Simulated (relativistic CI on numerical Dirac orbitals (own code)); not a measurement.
Radial Dirac CI calculation of I⁴⁹⁺.

Command:

```sh
python run_levels.py task.json out
```

Input:

```
atom I  Z=53  charge=49  electrons=4
nucleus A=127  rms_radius_fm=4.7500
hamiltonian dirac-coulomb  breit=on  qed=on  c_scale=1
orbitals kli  potential=per-configuration
slater_scale 1
correlation none
mixing on
grid step=0.0125 r_max=2.6
scf mixing=0.4 start=green max_iterations=62 tolerance=0.05 node_fill=0.05
configurations
  [He] 2s2
end
```

Output:

```
SCF 1: [He] 2s2
 iter      energy (Ha)   residual   last orbital (Ha)
    1     -3571.535519   1.56e+00   -363.26286
    2     -3572.166219   9.33e-01   -353.13428
    3     -3572.524077   5.72e-03   -338.35863
orbital energies (Ha): 1s -1396.0187  2s -338.3586
configuration averages (Ha): Dirac-Coulomb, Breit, QED
  2s2                          -3572.524077    2.466585    3.435209
levels: no., configuration, term, J, E (cm-1), weight
   1 2s2                    1S   0                0.0  1.00
lowest total energy -3566.622283 Ha
end: converged
```

Against the reference input this run has: SCF tolerance 0.05. The reference run ends at -3566.621564 Ha with Breit and QED terms. The iteration limit was 62 against 150. This setting is bad on purpose; its numbers may not be properties of the ion.
